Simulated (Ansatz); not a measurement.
The cluster Li5Br4. The state is a doublet with charge 0. Geometry PBE-D4/def2-SVP; atoms count from 1.

```xyz
9

Li   -1.184   -1.640    0.176
Li    0.499   -0.819   -2.559
Li    1.721   -0.938    0.524
Li   -0.357    0.415    2.141
Li   -0.293    1.601   -0.774
Br    0.051    1.372   -3.137
Br    0.229   -2.021    2.155
Br    1.549    1.468    0.964
Br   -2.215    0.561    0.509
```

The structure comes from a short search, and lower isomers may exist.

Problem. Estimate the Mulliken populations from the PBE0/def2-TZVP orbitals of Ansatz.

Solution. 
```csv
atom,charge (e),spin (α − β)
Li1,0.50,0.27
Li2,0.33,0.52
Li3,0.50,0.27
Li4,0.73,-0.04
Li5,0.71,-0.02
Br6,-0.69,0.00
Br7,-0.69,-0.01
Br8,-0.70,0.00
Br9,-0.70,0.00
```
Mulliken values depend strongly on the basis.

Problem. Where does the spin sit?

Solution. Summed by element: Li 1.01, Br -0.01, of 1 unpaired in all. Largest on single atoms: Li2 0.52, Li1 0.27, Li3 0.27.

Problem. And the Mayer bond orders between heavy atoms (over 0.3)?

Solution. Li2–Br6 0.31 (2.31 Å).
